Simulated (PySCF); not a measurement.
Ga(Cl)2(NHMe) (CH₄Cl₂GaN), SMILES C[NH][Ga]([Cl])[Cl]. Geometry optimised at B3LYP-D3(BJ)/def2-SVP. The structure was generated by enumeration; whether it is a known compound was not checked. The values are those of a single conformer.

Computed with B3LYP-D3(BJ)/def2-SVP run with PySCF.

Harmonic wavenumbers (cm⁻¹): 94, 97, 123, 135, 156, 301, 392, 453, 460, 664, 1088, 1134, 1139, 1378, 1452, 1467, 1492, 2991, 3048, 3115, 3596. Rotational constants (GHz): 2.452, 1.634, 0.9868; symmetry number 1.

**Question.** Work out the zero-point energy and the ideal-gas rigid-rotor harmonic-oscillator thermochemistry at 298.15 K and 1 atm.

**Answer.** ZPE = ½ Σ hcν = ½ × 24774 cm⁻¹ = 35.42 kcal/mol. H − E(el) = 40.90 kcal/mol. Entropy in cal/(mol K): translation 41.31, rotation 28.79, vibration 20.16, total 90.26. G − E(el) = 13.99 kcal/mol. Cp = 25.51 cal/(mol K). Modes under 150 cm⁻¹ make the vibrational entropy uncertain.
